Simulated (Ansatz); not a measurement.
Ansatz (an electronic-structure program) input (B3LYP-D3(BJ)/def2-TZVP):

Ansatz 0.2 input:
```yaml
crystal:
  periodic: [false, false, false]
  atoms:
    - {symbol: Zn, position_ang: [-0.00000000, -0.00000000, -1.62891379]}
    - {symbol: I, position_ang: [0.00000000, 0.00000000, 0.92202668]}
basis:
  gaussian:
    orbitals: def2-TZVP
hamiltonian:
  xc: b3lyp
  dispersion: d3bj
magnetization: {spin_polarized: true, initial_magnetization: 1}
phonons: {temperatures: {t_min: 298.15, t_max: 298.15, t_step: 100}}
```

Output:

```
Functional definition: B3LYP
integrals: 0.04 GiB planned
929 factors; integrals over basis functions are off by at most 3.5e-4 eV
mean field: 0.63 GiB planned
mean field evaluation 1: about -56524.1950 eV, gradient 2.1e1 eV
mean field evaluation 2: about -56520.6622 eV, gradient 4.6e1 eV
mean field evaluation 4: about -56525.5272 eV, gradient 9.7e-1 eV
mean field evaluation 8: about -56525.5578 eV, gradient 7.5e-2 eV
mean field evaluation 16: about -56525.5578 eV, gradient 4.0e-5 eV
mean field -56525.55780432 eV, -2077.2759349094 hartree, gradient 4.0e-5 eV, S^2 0.753078; 0 other end points of the search recorded, 0 dependent functions left out
the calculation of the forces begins
reference -56525.55798485 eV, -2077.2759415440 hartree; 28, 27 occupied and 70, 71 virtual orbitals, 929 factors
these checks for a lower state are left out or cut short: stability, starts, cluster_reference, orbital_swaps, neighbouring_geometries, increment
integrals: 0.04 GiB planned
929 factors; integrals over basis functions are off by at most 3.5e-4 eV
mean field: 0.63 GiB planned
mean field -56525.55780430 eV, -2077.2759349090 hartree, gradient 1.3e-6 eV, S^2 0.753078; 0 other end points of the search recorded, 0 dependent functions left out
the calculation of the forces begins
reference -56525.55798484 eV, -2077.2759415435 hartree; 28, 27 occupied and 70, 71 virtual orbitals, 929 factors
these checks for a lower state are left out or cut short: stability, starts, cluster_reference, orbital_swaps, neighbouring_geometries, increment
integrals: 0.04 GiB planned
929 factors; integrals over basis functions are off by at most 3.5e-4 eV
mean field: 0.63 GiB planned
mean field -56525.55780430 eV, -2077.2759349090 hartree, gradient 1.3e-6 eV, S^2 0.753078; 0 other end points of the search recorded, 0 dependent functions left out
the calculation of the forces begins
reference -56525.55798484 eV, -2077.2759415435 hartree; 28, 27 occupied and 70, 71 virtual orbitals, 929 factors
these checks for a lower state are left out or cut short: stability, starts, cluster_reference, orbital_swaps, neighbouring_geometries, increment
integrals: 0.04 GiB planned
929 factors; integrals over basis functions are off by at most 3.5e-4 eV
mean field: 0.63 GiB planned
mean field evaluation 32: about -56525.5294 eV, gradient 1.5e-1 eV
mean field -56525.55780430 eV, -2077.2759349090 hartree, gradient 1.3e-6 eV, S^2 0.753078; 0 other end points of the search recorded, 0 dependent functions left out
the calculation of the forces begins
reference -56525.55798484 eV, -2077.2759415435 hartree; 28, 27 occupied and 70, 71 virtual orbitals, 929 factors
these checks for a lower state are left out or cut short: stability, starts, cluster_reference, orbital_swaps, neighbouring_geometries, increment
integrals: 0.04 GiB planned
929 factors; integrals over basis functions are off by at most 3.5e-4 eV
mean field: 0.63 GiB planned
mean field -56525.55780430 eV, -2077.2759349090 hartree, gradient 1.3e-6 eV, S^2 0.753078; 0 other end points of the search recorded, 0 dependent functions left out
the calculation of the forces begins
reference -56525.55798484 eV, -2077.2759415435 hartree; 28, 27 occupied and 70, 71 virtual orbitals, 929 factors
these checks for a lower state are left out or cut short: stability, starts, cluster_reference, orbital_swaps, neighbouring_geometries, increment
integrals: 0.04 GiB planned
929 factors; integrals over basis functions are off by at most 3.5e-4 eV
mean field: 0.63 GiB planned
mean field -56525.55780799 eV, -2077.2759350445 hartree, gradient 2.5e-6 eV, S^2 0.753064; 0 other end points of the search recorded, 0 dependent functions left out
the calculation of the forces begins
reference -56525.55798849 eV, -2077.2759416778 hartree; 28, 27 occupied and 70, 71 virtual orbitals, 929 factors
these checks for a lower state are left out or cut short: stability, starts, cluster_reference, orbital_swaps, neighbouring_geometries, increment
integrals: 0.04 GiB planned
929 factors; integrals over basis functions are off by at most 3.5e-4 eV
mean field: 0.63 GiB planned
mean field -56525.55776119 eV, -2077.2759333245 hartree, gradient 2.3e-6 eV, S^2 0.753093; 0 other end points of the search recorded, 0 dependent functions left out
the calculation of the forces begins
reference -56525.55794176 eV, -2077.2759399604 hartree; 28, 27 occupied and 70, 71 virtual orbitals, 929 factors
these checks for a lower state are left out or cut short: stability, starts, cluster_reference, orbital_swaps, neighbouring_geometries, increment
integrals: 0.04 GiB planned
929 factors; integrals over basis functions are off by at most 3.5e-4 eV
mean field: 0.63 GiB planned
mean field evaluation 64: about -56525.5578 eV, gradient 1.7e-6 eV
mean field -56525.55780430 eV, -2077.2759349090 hartree, gradient 1.3e-6 eV, S^2 0.753078; 0 other end points of the search recorded, 0 dependent functions left out
the calculation of the forces begins
reference -56525.55798484 eV, -2077.2759415435 hartree; 28, 27 occupied and 70, 71 virtual orbitals, 929 factors
these checks for a lower state are left out or cut short: stability, starts, cluster_reference, orbital_swaps, neighbouring_geometries, increment
integrals: 0.04 GiB planned
929 factors; integrals over basis functions are off by at most 3.5e-4 eV
mean field: 0.63 GiB planned
mean field -56525.55780430 eV, -2077.2759349090 hartree, gradient 1.3e-6 eV, S^2 0.753078; 0 other end points of the search recorded, 0 dependent functions left out
the calculation of the forces begins
reference -56525.55798484 eV, -2077.2759415435 hartree; 28, 27 occupied and 70, 71 virtual orbitals, 929 factors
these checks for a lower state are left out or cut short: stability, starts, cluster_reference, orbital_swaps, neighbouring_geometries, increment
integrals: 0.04 GiB planned
929 factors; integrals over basis functions are off by at most 3.5e-4 eV
mean field: 0.63 GiB planned
mean field -56525.55780430 eV, -2077.2759349090 hartree, gradient 1.3e-6 eV, S^2 0.753078; 0 other end points of the search recorded, 0 dependent functions left out
the calculation of the forces begins
reference -56525.55798484 eV, -2077.2759415435 hartree; 28, 27 occupied and 70, 71 virtual orbitals, 929 factors
these checks for a lower state are left out or cut short: stability, starts, cluster_reference, orbital_swaps, neighbouring_geometries, increment
integrals: 0.04 GiB planned
929 factors; integrals over basis functions are off by at most 3.5e-4 eV
mean field: 0.63 GiB planned
mean field -56525.55780430 eV, -2077.2759349090 hartree, gradient 1.3e-6 eV, S^2 0.753078; 0 other end points of the search recorded, 0 dependent functions left out
the calculation of the forces begins
reference -56525.55798484 eV, -2077.2759415435 hartree; 28, 27 occupied and 70, 71 virtual orbitals, 929 factors
these checks for a lower state are left out or cut short: stability, starts, cluster_reference, orbital_swaps, neighbouring_geometries, increment
integrals: 0.04 GiB planned
929 factors; integrals over basis functions are off by at most 3.5e-4 eV
mean field: 0.63 GiB planned
mean field -56525.55776119 eV, -2077.2759333245 hartree, gradient 2.3e-6 eV, S^2 0.753093; 0 other end points of the search recorded, 0 dependent functions left out
the calculation of the forces begins
reference -56525.55794176 eV, -2077.2759399604 hartree; 28, 27 occupied and 70, 71 virtual orbitals, 929 factors
these checks for a lower state are left out or cut short: stability, starts, cluster_reference, orbital_swaps, neighbouring_geometries, increment
integrals: 0.04 GiB planned
929 factors; integrals over basis functions are off by at most 3.5e-4 eV
mean field: 0.63 GiB planned
mean field evaluation 96: about -56525.5578 eV, gradient 8.7e-2 eV
mean field -56525.55780799 eV, -2077.2759350445 hartree, gradient 2.5e-6 eV, S^2 0.753064; 0 other end points of the search recorded, 0 dependent functions left out
the calculation of the forces begins
reference -56525.55798849 eV, -2077.2759416778 hartree; 28, 27 occupied and 70, 71 virtual orbitals, 929 factors
Total energy: -56525.65287580 eV, -2077.2794287221 hartree
Atom 0 at    -0.000000    -0.000000    -1.628914 Å, force    -0.000000     0.000000    -0.000384 eV/Å
Atom 1 at     0.000000     0.000000     0.922027 Å, force    -0.000000    -0.000000     0.000384 eV/Å
Dipole moment:     0.000000    -0.000000    -0.495182 e Å
Vibrations: 199.66 cm⁻¹, zero-point energy 0.012378 eV
```

The spin state was set by rule; other spins were not relaxed.
